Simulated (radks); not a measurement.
Spherical quantum dot in the effective-mass picture: electrons in a parabolic well V = omega^2 r^2 / 2 with omega = 0.968, with a point charge +2 (a donor) at the centre, all in effective atomic units (hartree* = m*/eps^2 hartree, bohr* = eps/m* bohr), one dielectric constant everywhere. Calculated with a radial shooting solver with Libxc functionals: non-relativistic Kohn-Sham, LDA (Slater exchange, Perdew-Wang correlation), spin-polarised, spherical densities. Levels are named by radial order and angular momentum (1s, 1p, 1d, 2s, ...), and open shells are averaged over m. Results are scaled to m* = 0.099 and eps = 5, for which hartree* = 107.8 meV and bohr* = 2.673 nm.

N = 30, configuration 1s2 1p6 1d10 2s2 1f(up 7, down 0) 2p(up 3, down 0). This is the lowest configuration that the search found. Occupied and some empty levels:

| level | occupation | eigenvalue (meV) | <r> (nm) |
|---|---|---|---|
| 1s up | 1 | 1307.4 | 2.731 |
| 1s down | 1 | 1315.1 | 2.697 |
| 1p up | 3 | 1401.2 | 5.850 |
| 1p down | 3 | 1410.3 | 5.832 |
| 2s up | 1 | 1413.2 | 5.948 |
| 2s down | 1 | 1421.7 | 5.914 |
| 1d up | 5 | 1452.3 | 6.847 |
| 1d down | 5 | 1461.7 | 6.825 |
| 1f up | 7 | 1506.2 | 7.517 |
| 2p up | 3 | 1513.6 | 6.357 |
| 1f down | 0 | 1515.9 | 7.507 |
| 2p down | 0 | 1523.5 | 6.408 |
| 3s up | 0 | 1544.5 | 6.664 |
| 3s down | 0 | 1552.5 | 6.730 |
| 1g up | 0 | 1564.5 | 8.054 |
| 1g down | 0 | 1574.4 | 8.060 |
| 2d up | 0 | 1585.4 | 7.141 |
| 2d down | 0 | 1594.0 | 7.205 |

Energy (meV): total 26013.9, kinetic 3262.6, external 6263.4, Hartree 18001, exchange-correlation -1513.4.

Electron density:

| r (nm) | n(r) (e/nm^3) |
|---|---|
| 0.272 | 0.1612 |
| 1.30 | 0.04192 |
| 2.32 | 0.01777 |
| 3.35 | 0.01268 |
| 4.37 | 0.01160 |
| 5.40 | 0.01129 |
| 6.42 | 0.01031 |
| 7.44 | 0.007889 |
| 8.47 | 0.004627 |
| 9.49 | 0.001975 |
| 10.5 | 0.0005931 |
| 11.5 | 0.0001249 |
| 12.6 | 0.00001842 |
| 13.6 | 1.899e-06 |
